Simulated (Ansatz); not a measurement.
Molecule: sum formula GaBrF$_{2}$, charge 0, multiplicity 1. 
Geometry from a B3LYP-D3(BJ)/def2-TZVP (Ansatz, an electronic-structure program) optimisation:
```xyz
4

F     -1.4403     1.6954     0.0432
Ga    -0.7327     0.1047     0.0092
F     -1.8582    -1.2238    -0.0016
Br     1.4972    -0.2140    -0.0189
```
Charge 0, spin multiplicity 1.

Property: atomisation energy (electronic, to ground-state atoms), in kcal/mol. Valence correlation only, unless marked. Open shells are spin-unrestricted. Spin-orbit coupling is left out. The frozen core is the preceding noble-gas configuration, with the filled d and f shells of earlier blocks. No relativistic terms. The coupled-cluster limit lacks core correlation, which all-electron functionals hold. Basis-set limits of correlation are two-point, X^-3; Hartree-Fock from the larger set (for Q and 5 zeta extrapolated as (X+1)exp(-9√X)).

| level | program | atomisation energy (kcal/mol) |
|---|---|---|
| HF/STO-3G | Ansatz | 84.7 |
| HF/6-31G* | Ansatz | 208.7 |

Predict the CCSD(T)/CBS(cc-pVQZ,cc-pV5Z) result (Ansatz).

312.3 kcal/mol
